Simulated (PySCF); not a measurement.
## Radial density of Ca⁺ (calcium, charge +1)

UHF, [Ar] 4s1, 2S determinant. Calculation: PySCF 2.14, in x2c-QZVPPall (11s7p4d3f, 73 functions); scalar relativity by spin-free X2C-1e.

```tsv
r (bohr)	4πr²ρ (e/bohr)	4πr²(ρα − ρβ)
0.00130	0.1350	0.0001
0.00218	0.3525	0.0002
0.00367	0.9011	0.0004
0.00617	2.219	0.0010
0.0104	5.130	0.0022
0.0175	10.65	0.0045
0.0294	18.38	0.0071
0.0494	23.51	0.0066
0.0831	20.10	-0.0002
0.140	17.49	0.0014
0.235	24.43	0.0195
0.395	16.08	0.0017
0.665	5.911	0.0364
1.12	7.501	0.0202
1.88	2.179	0.0768
3.16	0.4166	0.3493
5.32	0.1136	0.1135
8.95	0.001859	0.0019
```

Densities and radii are taken from the X2C orbitals without a picture-change correction, which distorts them close to the nucleus.
